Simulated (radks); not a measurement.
The numbers below are computed, except where a source is named.
Initial-state core-level shifts of the gold ion Au+ when its valence configuration changes from [Xe] 4f14 5d10. Code: a radial shooting solver on a logarithmic mesh with Libxc functionals. Model: scalar-relativistic Kohn-Sham, LDA (Slater exchange, Perdew-Wang correlation), spin-polarised, spherical densities, finite nucleus; open shells are filled with parallel spins first (spin-orbit coupling, left out, can overturn this in heavy ions); Fermi nuclear charge, rms radius 5.4371 fm. Shifts are changes of the shell-averaged eigenvalues in eV (positive: less bound); the change of the density at the nucleus, which sets a Mossbauer isomer shift, is in e/bohr^3, on a base of 2.292e+06.

valence                    2s       3p       3d       4p  density at nucleus
4f13 5d10 6p1         -18.750  -20.674  -20.516  -17.777              +152.8
4f13 5d10 6s1         -16.954  -18.863  -18.708  -15.958              +324.7
4f14 5d9 6s1           -3.353   -3.311   -3.325   -3.290              +178.3
4f14 5d8 6s2           -7.037   -6.936   -6.968   -6.883              +381.2
4f13 5d9.5 6s0.5 6p1  -20.594  -22.489  -22.339  -19.570              +250.9
4f12 5d10 6s2         -35.128  -39.020  -38.714  -32.817              +696.0
4f14 5d9 6p1           -5.106   -5.078   -5.089   -5.064                +8.8
4f14 5d8 6p2          -10.302  -10.226  -10.253  -10.183               +20.6
4f13.5 5d9 6p1.5      -14.508  -15.421  -15.355  -13.994               +85.6
